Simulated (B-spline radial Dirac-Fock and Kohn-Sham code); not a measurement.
Z = 74 (tungsten), transition energy 812 keV. Level of theory: a Dirac-Hartree-Slater potential of the neutral atom with a Latter tail (no hole, which puts coefficients of high multipoles low close above an edge), finite nucleus with surface currents; a radial B-spline solver. Subshells that would emit electrons below 1 keV are left out.

Q: A pure transition shows α(K) = 0.00224, L1/L2 = 14.3 and L1/L3 = 16.9. What is its multipolarity?
A. M1
B. E4
C. M4
D. E2
E. M3
F. E3
G. E1
H. M2

A: G. For comparison, α(K), L1/L2, L1/L3 are E2 0.00562, 3.84, 10.2; E3 0.0125, 1.68, 7.10; E4 0.0263, 1.01, 5.23; M1 0.0137, 13.6, 119; M2 0.0349, 9.40, 56.3; M3 0.0720, 6.68, 17.5; M4 0.142, 5.06, 7.59.

Values without a named source are computed, but for edge energies of neutral atoms, which are taken from tables.
